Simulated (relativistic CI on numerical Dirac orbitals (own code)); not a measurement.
Computed by Dirac-Coulomb-Breit CI, KLI orbitals optimised for each configuration, model QED, unscaled Slater integrals (own radial code, finite nucleus).

The strongest absorption lines from the ground level of an ion, among the configurations computed and to levels below about 1970 eV (vacuum wavelength in Å, gf): 6.4161 (3.7), 6.4206 (2.5), 6.4469 (1.3), 6.6611 (0.46), 6.7497 (0.84), 7.6884 (0.37), 7.7806 (0.39), 29.803 (0.78).

**Question.** Which ion is it?
A. Ho⁴⁰⁺
B. Lu⁴⁶⁺
C. Lu⁴⁴⁺
D. Re⁴⁸⁺

**Answer.** C. Lu⁴⁴⁺ has 27 electrons and the ground level 3s2 3p6 3d9 2D_5/2; the strongest line goes to 3s2 3p6 3d8 4f 2F°_7/2. The pattern of lines fixes the number of electrons, and along that sequence the line energies rise steadily with the charge (about as its square where n changes within one kind of shell, about linearly where n is kept but much faster in heavy ions where fine structure, which grows about as Z⁴, sets the gap, and irregularly where shells cross), which fixes Z. Configurations outside the model, such as inner-shell arrays, can give stronger lines. At this charge energies of transitions that change n are usually good to better than 1 %, and those within a shell (Δn = 0) to a few per cent.

LS names give the leading component of a level, which can be under half, so a name can repeat, a term be missing and a line seem to break the LS rules.
